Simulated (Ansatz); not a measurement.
Cartesian coordinates in Å:
```
S -0.724 1.585 0.952
P 1.031 0.482 1.277
S 0.221 -1.453 1.336
P -0.927 -1.516 -0.409
P -1.585 0.598 -0.676
P 0.176 -0.173 -1.807
S 1.807 0.477 -0.673
```

Charge 0, multiplicity 1.

Question: List the PBE/def2-TZVPP orbital energies in eV (Ansatz). (Estimate.)

Answer: Ansatz gave: Occupied: -2396.79, -2396.79, -2396.79, -2078.21, -2077.45, -2077.45, -2077.45, -209.70, -209.70, -209.70, -173.33, -172.66, -172.66, -172.66, -155.87, -155.87, -155.87, -155.75, -155.75, -155.75, -155.63, -155.63, -155.63, -124.81, -124.81, -124.70, -124.16, -124.16, -124.16, -124.08, -124.08, -124.07, -124.05, -124.04, -124.04, -21.17, -18.85, -18.85, -18.11, -14.19, -13.55, -13.55, -10.48, -10.34, -10.34, -8.81, -8.17, -8.17, -7.78, -7.78, -6.97, -6.64, -6.37, -6.37. Lowest empty: -3.09, -1.87, -1.87, -1.79, -1.56, -1.36, -1.36, -0.49.
